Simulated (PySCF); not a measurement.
In(Br)(NH2)2 (BrH4InN2), SMILES [NH2][In]([Br])[NH2]. Atoms are numbered in the order given.

```xyz
8

In    -0.7019    -0.0358     0.0000
Br     1.8137     0.0105     0.0000
N     -1.5788     0.1604    -1.8324
H     -0.9920    -0.1626    -2.6012
H     -2.5000    -0.2652    -1.9307
N     -1.5788     0.1604     1.8324
H     -2.5000    -0.2652     1.9307
H     -0.9920    -0.1626     2.6012
```
Charge 0, spin multiplicity 1.

Coordinates come from a B3LYP-D3(BJ)/def2-SVP optimisation. The def2 effective core potentials stand for the cores of In; spin–orbit coupling is left out. The values are those of a single conformer.

Computed with PBE/def2-TZVP (PySCF).

Gas-phase values at a fixed geometry.

### Question
Estimate the frontier levels, gap, dipole moment and polarisability. (The exact figures need the calculation; the answer reports its results.)

### Answer

```json
{
 "highest_occupied_level": "-6.02 eV",
 "lowest_empty_level": "-2.48 eV",
 "orbital_gap": "3.54 eV",
 "dipole_moment": "3.56 D",
 "quadrupole, principal values (traceless, Buckingham form, about the centre of nuclear charge)": "-8.30, 3.31, 4.99 D·Å",
 "mean_static_polarisability": "76.7 bohr³ (11.36 Å³)",
 "polarisability_principal_values": "54.6, 83.3, 92.1 bohr³"
}
```
